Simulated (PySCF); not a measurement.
Species: C8H9N.
SMILES with atom numbers: `[CH3:1][C@@H:2]1[C:3]([C:4]#[N:5])=[C:6]1[CH:7]1[CH2:8][CH2:9]1` (hydrogens: H10, H11, H12 on C1; H13 on C2; H14 on C7; H15, H16 on C8; H17, H18 on C9)

Level: PBE0/pcSseg-1 and B3LYP/def2-SVPD in PySCF, non-relativistic, on one gas-phase PBE0-D3(BJ)/def2-SVP geometry that isn't relaxed in the solvent. The solvent is an IEF-PCM continuum (van der Waals radii × 1.2). Only the electrostatic response of the medium enters.

Gas phase at PBE0/pcSseg-1: HOMO -7.11 eV, LUMO -1.42 eV, dipole 5.12 D.

What does the continuum do to the energy, the frontier levels and the dipole at PBE0/pcSseg-1 in chloroform and dichloromethane?

```tsv
solvent	ε	E(solvent) − E(gas) (kJ/mol)	polarisation term (kJ/mol)	distortion of the solute (kJ/mol)	HOMO (eV)	LUMO (eV)	dipole (D)
chloroform	4.711	-19.46	-23.08	3.62	-7.04	-1.43	6.37
dichloromethane	8.93	-23.13	-28.28	5.15	-7.04	-1.43	6.62
```

Polarisation term: ½ Σ q·V over the induced surface charges. Distortion: the rise of the solute's own energy as its density leaves the gas-phase optimum. From chloroform to dichloromethane the lowering changes by a factor 1.19, Onsager's factor (ε − 1)/(2ε + 1) by 1.18 and ε itself by 1.9.

Which radius a makes the point-dipole formula ΔE = −[(ε − 1)/(2ε + 1)]·μ²/a³ give the value in dichloromethane, with the gas-phase dipole?

μ = 2.013 au and |ΔE| = 0.00881 Eh give a = 3.06 Å; the farthest nucleus lies 3.71 Å from the centroid of the nuclei, so such a sphere wouldn't even hold the nuclei. The formula assumes a rigid point dipole at the centre of a sphere.

Which IAO charges (PBE0/pcSseg-1) respond most in chloroform (means over atoms taken as equivalent)?

| atoms | environment | gas (e) | solvent (e) | change |
| --- | --- | --- | --- | --- |
| N5 | nitrile nitrogen | -0.245 | -0.304 | -0.059 |
| C4 | nitrile carbon | +0.132 | +0.154 | +0.022 |
| C6 | fully substituted alkene carbon | +0.063 | +0.082 | +0.019 |
| C3 | fully substituted alkene carbon | -0.100 | -0.117 | -0.017 |
| H14 | methine hydrogen | +0.160 | +0.169 | +0.009 |
| H17 | methylene hydrogen | +0.157 | +0.163 | +0.006 |
| H16 | methylene hydrogen | +0.157 | +0.164 | +0.007 |
| H13 | methine hydrogen | +0.122 | +0.129 | +0.007 |
| C7 | allylic carbon | -0.159 | -0.162 | -0.003 |
| H10/H11/H12 | methyl hydrogen | +0.143 | +0.146 | +0.003 |
| C1 | methyl carbon | -0.427 | -0.429 | -0.002 |
| C2 | allylic carbon | -0.085 | -0.082 | +0.003 |

Which Mayer bond orders change most in chloroform?

```tsv
bond	length (Å)	gas	solvent	change
C3–C6	1.313	1.468	1.449	-0.019
C3–C4	1.396	1.087	1.101	+0.014
C6–C7	1.448	1.118	1.126	+0.008
C4–N5	1.163	2.969	2.976	+0.007
C2–C3	1.508	0.883	0.878	-0.005
C7–C8	1.518	0.909	0.904	-0.005
C6–C2	1.493	0.919	0.914	-0.005
C9–C7	1.518	0.906	0.902	-0.004
```

Gas phase at B3LYP/def2-SVPD: HOMO -6.92 eV, LUMO -1.65 eV, dipole 5.18 D.

What does the continuum do to the energy, the frontier levels and the dipole at B3LYP/def2-SVPD in chloroform?

| solvent | ε | E(solvent) − E(gas) (kJ/mol) | polarisation term (kJ/mol) | distortion of the solute (kJ/mol) | HOMO (eV) | LUMO (eV) | dipole (D) |
| --- | --- | --- | --- | --- | --- | --- | --- |
| chloroform | 4.711 | -20.23 | -24.28 | 4.05 | -6.83 | -1.64 | 6.53 |

How does the static polarisability (B3LYP/def2-SVPD, frozen core, with the continuum's full static response) change?

| medium | isotropic (au) | principal values (au) | ⟨r²⟩ of the electrons (bohr²) |
| --- | --- | --- | --- |
| gas | 100.6 | 74.7, 104.3, 122.7 | 1387.6 |
| chloroform | 126.2 | 93.0, 127.3, 158.4 | 1388.9 |

The isotropic value in chloroform is 1.25 times the gas-phase one; no cavity-field correction is applied. ⟨r²⟩ is taken about the centre of nuclear charge.

Shape of the structure used: `[CH3:1][C@@H:2]1[C:3]([C:4]#[N:5])=[C:6]1[CH:7]1[CH2:8][CH2:9]1`: C3–C6–C7–C8 34°.
